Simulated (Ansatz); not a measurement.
`[CH3][W](=[O])(=[O])[Cl]` + H₂O → `[CH3][W](=[O])(=[O])[OH]` + HCl at 600 K and 1 bar (formal hydrolysis of a W–Cl bond).

Isolated molecules relaxed with PBE0-D4/def2-TZVP in Ansatz; ΔE leaves out vibrations. CBS: MP2 limit from def2 TZ/QZ plus the TZ coupled-cluster correction, frozen cores. This one scheme is used for every species. Elements past krypton have def2 core potentials. For W outer-core shells are correlated without core-valence functions, which leaves a few kJ/mol of doubt a bond. One conformer a species, not always the lowest.

```
                   species  CCSD(T)/CBS energy (Eh)  H − E (kJ/mol)  S (J/(mol·K))
`[CH3][W](=[O])(=[O])[Cl]`               -717.09811           170.4          441.1
                       H₂O                -76.37941            76.8          212.8
`[CH3][W](=[O])(=[O])[OH]`               -333.08568           205.8          444.5
                       HCl               -460.38127            35.4          207.2
```

H − E and S are ideal-gas, rigid-rotor, harmonic terms from PBE0-D4/def2-TZVP, for one conformer and one mirror image of each species. 1 Eh = 2625.50 kJ/mol, R = 8.31446 J/(mol·K).

Problem. By hand: ΔE, ΔH, ΔS and ΔG.

Solution. ΔE = (-333.08568) + (-460.38127) − (-717.09811) − (-76.37941) = 0.01057 Eh = 27.8 kJ/mol. Δ(H − E) = 205.8 + 35.4 − 170.4 − 76.8 = -6.0, so ΔH = 21.8 kJ/mol. ΔS = 444.5 + 207.2 − 441.1 − 212.8 = -2.2 J/(mol·K). ΔG = 21.8 − 600 × (-2.2)/1000 = 23.1 kJ/mol.

Problem. By hand: the equilibrium constant, and the temperature at which ΔG would vanish if ΔH and ΔS stayed fixed.

Solution. log₁₀ K = −ΔG/(RT ln 10) = -2.0. ΔH and −TΔS have one sign here, so there is no such temperature.

The number of gas molecules stays the same, so ΔS is small and ΔH decides. A doubt of 5 kJ/mol in ΔE shifts log₁₀ K by 0.4 here. Other conformers and mirror images would add mixing entropy, several J/(mol·K) or more a flexible species. These are equilibria of isolated gas molecules and say nothing of rates. Largest T1 diagnostic: 0.023 (customary marks: 0.02 for closed shells, 0.045 for open ones).

ΔS is within the doubt of such terms, so its sign, and with it that verdict, could turn.
